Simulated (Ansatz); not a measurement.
`O[Si](F)(F)F` + HBr → `F[Si](F)(F)Br` + H₂O at 700 K and 1 bar (ligand exchange at the Si–O bond).

Calculated with Ansatz (gas phase, PBE0-D4/def2-TZVP geometries, no zero-point term in ΔE). CCSD(T)/CBS is the MP2 limit (def2-TZVPP, def2-QZVPP) plus CCSD(T) − MP2 in def2-TZVPP, frozen cores. This one scheme is used for every species. For Br outer-core shells are correlated without core-valence functions, which leaves a few kJ/mol of doubt a bond. Scalar relativity is left out up to krypton. One conformer a species, not always the lowest.

| species | CCSD(T)/CBS energy (Eh) | H − E (kJ/mol) | S (J/(mol·K)) |
| --- | --- | --- | --- |
| `O[Si](F)(F)F` | -664.50577 | 120.5 | 401.6 |
| HBr | -2573.91920 | 36.5 | 223.7 |
| `F[Si](F)(F)Br` | -3162.03492 | 82.3 | 396.9 |
| H₂O | -76.37941 | 80.5 | 218.4 |

H − E and S are ideal-gas, rigid-rotor, harmonic terms from PBE0-D4/def2-TZVP, for one conformer and one mirror image of each species. 1 Eh = 2625.50 kJ/mol, R = 8.31446 J/(mol·K).

**Question.** By hand: ΔE, ΔH, ΔS and ΔG.

**Answer.** ΔE = (-3162.03492) + (-76.37941) − (-664.50577) − (-2573.91920) = 0.01064 Eh = 27.9 kJ/mol. Δ(H − E) = 82.3 + 80.5 − 120.5 − 36.5 = 5.8, so ΔH = 33.7 kJ/mol. ΔS = 396.9 + 218.4 − 401.6 − 223.7 = -10.0 J/(mol·K). ΔG = 33.7 − 700 × (-10.0)/1000 = 40.7 kJ/mol.

**Question.** By hand: the equilibrium constant, and the temperature at which ΔG would vanish if ΔH and ΔS stayed fixed.

**Answer.** log₁₀ K = −ΔG/(RT ln 10) = -3.0. ΔH and −TΔS have one sign here, so there is no such temperature.

The number of gas molecules stays the same, so ΔS is small and ΔH decides. A doubt of 5 kJ/mol in ΔE shifts log₁₀ K by 0.4 here. Other conformers and mirror images would add mixing entropy, several J/(mol·K) or more a flexible species. These are equilibria of isolated gas molecules and say nothing of rates. Largest T1 diagnostic: 0.011 (customary marks: 0.02 for closed shells, 0.045 for open ones).

ΔS is within the doubt of such terms, so its sign, and with it that verdict, could turn.
